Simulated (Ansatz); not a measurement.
F₃GaH₄OSi, SMILES `[F][Ga-]([F])([F])[OH+][SiH3]`, relaxed with RKS PBE-D4/def2-SVP in the Gaussian-basis code of Ansatz from a rough embedded geometry. The force threshold is 0.03 eV/Å; the program also tests the step.

The species carries charge 0 and has multiplicity 1.

Start:

```xyz
10

F     0.967    2.067    0.086
Ga    0.397    0.757    1.138
F     1.777   -0.272    1.510
F    -0.203    1.381    2.671
O    -0.936   -0.238    0.353
Si   -0.262   -0.878   -1.123
H    -1.575    0.413    0.032
H     0.886   -1.796   -0.799
H     0.211    0.220   -2.035
H    -1.261   -1.653   -1.833
```

```csv
step,energy (eV),largest force (eV/Å),largest move (Å)
1,-70483.0460,4.533,0.000
2,-70483.7687,2.293,0.144
3,-70483.9354,0.902,0.156
4,-70483.9743,0.395,0.130
5,-70483.9958,0.236,0.083
6,-70484.0049,0.548,0.144
7,-70484.0299,0.276,0.200
8,-70484.0380,0.421,0.196
9 (rejected),-70483.8110,3.485,0.195
10,-70484.0724,0.150,0.098
11,-70484.0906,0.108,0.098
12,-70484.1152,0.123,0.148
13,-70484.1261,0.309,0.193
14,-70484.1331,0.051,0.054
15,-70484.1337,0.079,0.047
16,-70484.1352,0.024,0.031
```

End:

```xyz
10

F     0.713    2.800    0.713
Ga    0.556    1.111    1.180
F     1.778   -0.025    0.530
F    -0.187    0.747    2.738
O    -0.772    0.261   -0.088
Si   -0.160   -1.040   -1.106
H    -1.706    0.211    0.190
H     0.314   -2.186   -0.278
H     0.857   -0.442   -2.012
H    -1.393   -1.438   -1.868
```

Hardware: 4 threads of an Arm Neoverse V2 on a shared host. Wall time 25 s, peak host memory 0.19 GiB.
